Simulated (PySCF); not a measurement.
Sb(SiH3)3.
Bonds: Sb1–Si2, Sb1–Si6, Sb1–Si10. Hydrogens: H3, H4, H5 on Si2; H7, H8, H9 on Si6; H11, H12, H13 on Si10.

Method: PBE0-D3(BJ)/def2-SVP geometry optimisation, gas phase, def2 core potentials past Kr (PySCF 2.14.0); density fitting, grid level 1; the optimiser is geomeTRIC in internal coordinates, started from a GFN2-xTB structure with every atom displaced at random (about 0.03 Å).

Step 0: E = -30299.9525 eV
```
atom  x, y, z in Å  |  force x, y, z in eV/Å
Sb1     0.0633   -0.0669    1.3920   -0.742   0.903   0.888
Si2     2.1417   -0.0142    0.0437    0.651  -0.754  -0.702
H3      1.9127    0.0232   -1.4259   -0.056  -0.044  -0.168
H4      3.0202   -1.1946    0.3667   -0.239   0.009  -0.044
H5      2.9495    1.1417    0.3911    0.317   0.787   0.262
Si6    -1.0921    1.9001    0.0587    0.679  -0.379   0.725
H7     -1.0296    1.6961   -1.3839   -0.089  -0.173  -0.693
H8     -0.3465    3.1528    0.3541    0.059   0.099   0.109
H9     -2.4787    2.0355    0.5372   -0.372  -0.006   0.063
Si10   -1.0879   -1.8896    0.1208   -0.132   1.571  -0.987
H11    -0.9570   -1.8004   -1.3347    0.111   0.168  -0.650
H12    -2.4897   -1.9198    0.4114   -1.286   0.146   0.379
H13    -0.5754   -3.1160    0.4910    1.099  -2.326   0.819
```

Step 1: E = -30300.3031 eV
```
atom  x, y, z in Å  |  force x, y, z in eV/Å
Sb1     0.0293   -0.0126    1.4484    0.072  -0.096   0.235
Si2     2.1728    0.0138    0.0223    0.139  -0.008  -0.096
H3      1.9224    0.0242   -1.4546   -0.047  -0.003   0.043
H4      3.0085   -1.1819    0.3574   -0.075  -0.022  -0.002
H5      2.9811    1.2256    0.3756   -0.105  -0.004   0.003
Si6    -1.0606    1.8597    0.0871    0.084   0.031  -0.099
H7     -0.9896    1.5984   -1.3852   -0.079   0.021   0.021
H8     -0.3232    3.1271    0.3808   -0.041   0.008   0.002
H9     -2.4799    1.9931    0.5340   -0.014   0.020  -0.063
Si10   -1.1235   -1.8809    0.1034   -0.024  -0.069  -0.167
H11    -0.9511   -1.7507   -1.3823    0.016   0.034   0.094
H12    -2.5923   -1.8651    0.4059    0.086   0.028   0.024
H13    -0.5633   -3.2031    0.5295   -0.011   0.059   0.005
```

Task: Estimate the geometry and energy of step 2. (The exact step hangs on the optimiser's Hessian estimate; all steps are aligned on step 1, rigid shifts and turns removed.)

Result: E = -30300.3194 eV, largest force 0.107 eV/Å
```
atom  x, y, z in Å  |  force x, y, z in eV/Å
Sb1     0.0378   -0.0184    1.4857   -0.015   0.044   0.096
Si2     2.1552   -0.0025    0.0248    0.060   0.019  -0.041
H3      1.8630    0.0077   -1.4425   -0.025  -0.002   0.013
H4      2.9779   -1.2084    0.3474   -0.018  -0.013  -0.006
H5      2.9546    1.2159    0.3679   -0.034  -0.017  -0.013
Si6    -1.0533    1.8539    0.0877    0.068  -0.046  -0.007
H7     -0.9884    1.5842   -1.3830   -0.026  -0.005   0.018
H8     -0.3310    3.1314    0.3728   -0.015   0.005   0.002
H9     -2.4797    1.9920    0.5116   -0.006   0.006  -0.026
Si10   -1.0972   -1.8667    0.1032   -0.019  -0.070  -0.054
H11    -0.9069   -1.7006   -1.3729    0.012   0.016   0.036
H12    -2.5648   -1.8469    0.4019    0.048  -0.005   0.001
H13    -0.5365   -3.1938    0.5175   -0.029   0.067  -0.019
```

The energy changes by -0.0163 eV. The first-order estimate −F·Δx gives -0.0229 eV and the mean of the old and new forces, exact on a quadratic surface, -0.0157 eV. The step makes an angle of 67° with the force vector and moves no atom by more than 0.067 Å.

The cost below is that of the whole optimisation. The run took 55 s on an Arm Neoverse V1 with one thread, no GPU (shared host), and the process peaked at 0.50 GiB of memory.
